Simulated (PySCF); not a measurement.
## How methods differ on the ionisation energy of W(31+)

W(31+) [Kr] 4d7 (4F) → W(32+) [Kr] 4d6 (5D), as a difference of total energies. All numbers are calculated (PySCF 2.14, no relativity, point nucleus, in an even-tempered Gaussian basis (18 s from 2.5 bohr⁻², ratio 2.5; 12 p from 3.2 bohr⁻², ratio 2.5; 9 d from 3.2 bohr⁻², ratio 2.5; 4 f from 17 bohr⁻², ratio 2.7; 3 g from 25 bohr⁻², ratio 2.7)). Correlated levels: outer shells: [Ar] 3d10 frozen; virtual orbitals above 40 to 60 times the deepest correlated orbital energy dropped. The calculations carry no spin-orbit coupling.

```csv
method,ionisation energy (eV)
UHF,1283.9
LDA,1285.8
PBE,1285.9
PBE0,1285.9
r2SCAN,1285.8
revPBE,1285.9
B97-3,1286.1
MP2 (outer shells),1284.2
SCS-MP2 (outer shells),1284.3
```

Spin-orbit coupling is strong in these open shells (close to jj coupling). The scalar numbers leave it out and a first-order estimate fails, so it can dominate the gap to the real levels.

All relativistic terms are absent from these numbers, so their closeness to the reference says little about the methods.

For comparison: 1283.4 ± 1.4 eV (semi-empirical (NIST evaluation); NIST Atomic Spectra Database, ionization energies).
